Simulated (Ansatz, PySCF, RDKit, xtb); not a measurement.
Complex: H2O (SMILES O) (first 3 atoms) with PH3 (SMILES P); geometry from B3LYP-D3(BJ)/def2-TZVP, rigid monomers moved along the line of their centres of mass till H2···P4 is 2.32 Å.
(charge 0, multiplicity 1):
```tsv
atom	x (Å)	y (Å)	z (Å)
O	0.2632	-0.0779	-0.5425
H	0.1242	0.0001	0.4118
H	1.1449	0.2748	-0.6984
P	-0.4053	0.1270	2.6716
H	0.2304	-0.5901	3.7141
H	-0.5328	1.3223	3.4200
H	-1.7028	-0.3421	2.9880
```

Counterpoise-corrected where a basis set is named; no monomer relaxation. Rows marked so take none. RDKit's UFF carries no charges.

Rows in 6-31G* carry no dispersion term and start afresh at each structure (6-31G* with six Cartesian d functions). MP2/6-31G* freezes PySCF's default core.

Run with Ansatz (a first-principles code); PySCF for 6-31G* rows; RDKit for the force fields; xtb for the GFN methods. Values without a source in brackets are computed.

Q: One of these levels gives -4.67 kcal/mol for the interaction energy. Name it.
A) PBE/def2-TZVPPD
B) GFN-FF
C) UFF
D) MP2/6-31G* (no counterpoise)

A: B, GFN-FF. The others give 11.04 (UFF), -2.39 (PBE/def2-TZVPPD), -1.81 (MP2/6-31G* (no counterpoise))
